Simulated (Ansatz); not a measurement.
Calculated with Ansatz (gas phase, PBE0-D4/def2-TZVP geometries, no zero-point term in ΔE). CCSD(T)/CBS is the MP2 limit (def2-TZVPP, def2-QZVPP) plus CCSD(T) − MP2 in def2-TZVPP, frozen cores. Functionals use def2-TZVPP. Elements past krypton have def2 core potentials. For I, Sn outer-core shells are correlated without core-valence functions, which leaves a few kJ/mol of doubt a bond. Each species was taken in one conformer, which may not be the lowest.

`[Cl][Sn]([Cl])([Cl])[I]` + `CC(C)N` → `CC(C)[NH][Sn]([Cl])([Cl])[Cl]` + HI  (ligand exchange at the Sn–I bond)

```
             level  ΔE (kJ/mol)  difference from CCSD(T)/CBS
           BLYP-D4         89.3                         -1.7
        r2SCANh-D4         94.5                          3.5
        r2SCAN0-D4         97.1                          6.1
      CAM-B3LYP-D4         89.0                         -2.0
               PBE         99.6                          8.6
            revPBE        104.4                         13.4
              BLYP        101.2                         10.2
            r2SCAN         95.6                          4.6
           r2SCAN0        100.4                          9.4
             BHLYP        104.7                         13.7
     CCSD/def2-SVP         86.5                         -4.5
   CCSD/def2-TZVPP         81.4                         -9.6
CCSD(T)/def2-TZVPP         77.4                        -13.6
    MP2/def2-QZVPP         92.1                          1.1
SCS-MP2/def2-QZVPP         91.5                          0.5
    CCSD/CBS(def2)         94.9                          3.9
       CCSD(T)/CBS         91.0                            0
```

Largest T1 diagnostic among the species: 0.011.

Leaving LDA and LC-ωPBE aside and taking each functional with its dispersion term where it has one, the values, not all of them listed here, spread over 12.0 kJ/mol, from B97M-V to BHLYP-D4. LDA lies −12.7 kJ/mol from PBE without D4. At CCSD(T), def2-SVP lies −7.8 kJ/mol from the extrapolated value and def2-TZVPP −13.6 kJ/mol. In def2-TZVPP, CCSD(T) changes the Hartree–Fock value by −32.1 kJ/mol (the triples alone add −4.0 kJ/mol) and MP2 by −25.8 kJ/mol.
